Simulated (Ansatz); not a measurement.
A structure relaxed at r2SCAN-D4/def2-TZVPD in Ansatz, charge -1, doublet:

```xyz
3

Si   -0.319   -0.260    0.483
Te   -1.649    1.173   -0.876
Te    1.968   -0.913    0.393
```

Problem. Give its formula and point group.

Solution. SiTe2⁻. Point group C2v (tolerance 0.1 Å).

Problem. Summarise the bond lengths by kind (pairs closer than 1.2 times the sum of covalent radii, bridged metal pairs left out).

Solution. 2 × Si–Te 2.38 Å.

In the def2 sets Te takes a core potential; there is no spin–orbit coupling. The structure comes from a short search, and lower isomers may exist.
